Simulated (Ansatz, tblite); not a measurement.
Forces on TiSi6⁺ at its PBE0-D4/def2-SVP geometry. Charge 1, multiplicity 2.

The xTB rows come from tblite. No other spin state of charge 1 was run. Another isomer (doublet) lies 0.79 eV lower at PBE0-D4/def2-TZVP; other spin states weren't run for this one.

GFN2-xTB (tblite), largest force 2.45 eV/Å:

```xyz
7
positions Å, forces eV/Å
Ti   -0.391   -1.421    0.774   -0.727    0.023   -0.220
Si    0.474   -0.095   -1.568    1.047   -0.331   -1.542
Si    1.376    1.700    1.982   -0.057    0.228    0.348
Si   -1.885    0.224   -0.408   -1.919    0.470    0.786
Si   -1.315   -1.671   -1.613   -0.237   -1.516   -0.595
Si    0.057    1.510    0.054   -0.254    2.007    0.425
Si    1.683   -0.247    0.779    2.146   -0.881    0.799
```

PBE-D4/def2-TZVP (Ansatz), largest force 0.25 eV/Å:

```
Ti -0.166 -0.003 -0.186
Si -0.014 -0.076 -0.118
Si 0.067 0.045 0.134
Si -0.075 0.107 0.061
Si 0.075 -0.172 0.055
Si -0.012 0.036 0.045
Si 0.125 0.063 0.009
```
